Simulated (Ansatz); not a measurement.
Consider the cleavage of the B–Ge bond: `O[BH][GeH3]` + `[SiH3]S` → `OBS[SiH3]` + GeH₄.

Isolated molecules relaxed with PBE0-D4/def2-TZVP in Ansatz; ΔE leaves out vibrations. CBS: MP2 limit from def2 TZ/QZ plus the TZ coupled-cluster correction, frozen cores. Functionals use def2-TZVPP. B3LYP here is the variant with VWN-RPA as its local correlation; programs differ in this. HSE06 is defined as in plane-wave codes. For Ge outer-core shells are correlated without core-valence functions, which leaves a few kJ/mol of doubt a bond. Scalar relativity is left out up to krypton. One conformer a species, not always the lowest.

`O[BH][GeH3]`:

Z-matrix (Å, degrees):
```
Ge
B 1 2.071
H 1 1.542 2 110.4
H 1 1.542 2 110.4 3 117.2
H 1 1.539 2 113.6 3 -121.4
O 2 1.348 1 118.7 3 121.2
H 2 1.204 1 121.6 3 -58.8
H 6 0.962 2 113.7 1 -180.0
```

`[SiH3]S`:

```xyz
6

Si    0.458   -0.262   -0.018
S    -0.999    1.098    0.753
H    -0.062   -1.652   -0.064
H     1.594   -0.178    0.930
H     0.903    0.128   -1.379
H    -1.894    0.867   -0.222
```

`OBS[SiH3]`:

```xyz
9

O    -1.458   -1.188    0.481
B    -0.895   -0.384    1.402
S     0.506    0.762    1.161
Si    0.971    0.627   -0.920
H    -1.045   -1.156   -0.389
H    -1.333   -0.405    2.512
H     0.427    1.788   -1.665
H     0.384   -0.614   -1.504
H     2.443    0.570   -1.078
```

GeH₄:

Cartesian coordinates in Å:
```
Ge 0.000 0.000 0.000
H 0.915 0.828 -0.911
H -1.012 -0.771 -0.857
H -0.749 0.935 0.958
H 0.846 -0.992 0.810
```

| level | ΔE (kJ/mol) | difference from CCSD(T)/CBS |
| --- | --- | --- |
| LDA (SPW92) | -92.1 | -11.4 |
| PBE-D4 | -85.7 | -5.0 |
| revPBE-D4 | -87.4 | -6.7 |
| BLYP-D4 | -84.7 | -4.0 |
| PBE0-D4 | -85.3 | -4.6 |
| B3LYP-D4 | -84.4 | -3.7 |
| r2SCANh-D4 | -88.5 | -7.8 |
| r2SCAN0-D4 | -87.9 | -7.2 |
| BHLYP-D4 | -84.9 | -4.2 |
| CAM-B3LYP-D4 | -83.2 | -2.5 |
| ωB97X-V | -81.5 | -0.8 |
| ωB97M-V | -83.2 | -2.5 |
| B2PLYP | -82.9 | -2.2 |
| PBE | -82.5 | -1.8 |
| revPBE | -78.2 | 2.5 |
| BLYP | -77.7 | 3.0 |
| r2SCAN | -88.1 | -7.4 |
| PBE0 | -82.6 | -1.9 |
| B3LYP | -79.3 | 1.4 |
| r2SCANh | -87.6 | -6.9 |
| r2SCAN0 | -87.0 | -6.3 |
| HSE06 | -82.8 | -2.1 |
| BHLYP | -81.2 | -0.5 |
| CAM-B3LYP | -80.5 | 0.2 |
| LC-ωPBE | -79.6 | 1.1 |
| RPA@PBE/def2-TZVPP | -75.4 | 5.3 |
| HF/def2-SVP | -85.2 | -4.5 |
| MP2/def2-SVP | -97.0 | -16.3 |
| CCSD/def2-SVP | -88.7 | -8.0 |
| CCSD(T)/def2-SVP | -91.3 | -10.6 |
| HF/def2-TZVPP | -78.4 | 2.3 |
| MP2/def2-TZVPP | -87.8 | -7.1 |
| SCS-MP2/def2-TZVPP | -83.3 | -2.6 |
| CCSD/def2-TZVPP | -78.2 | 2.5 |
| CCSD(T)/def2-TZVPP | -81.5 | -0.8 |
| HF/def2-QZVPP | -79.2 | 1.5 |
| SCS-MP2/def2-QZVPP | -83.6 | -2.9 |
| HF/CBS(def2) | -79.3 | 1.4 |
| MP2/CBS(def2) | -87.0 | -6.3 |
| CCSD/CBS(def2) | -77.4 | 3.3 |
| CCSD(T)/CBS | -80.7 | 0 |

Largest T1 diagnostic among the species: 0.014.

From BLYP to BHLYP (50 % exact exchange), in def2-TZVPP and without D4, ΔE moves by −3.5 kJ/mol. In def2-TZVPP, CCSD(T) changes the Hartree–Fock value by −3.0 kJ/mol (the triples alone add −3.3 kJ/mol) and MP2 by −9.3 kJ/mol.
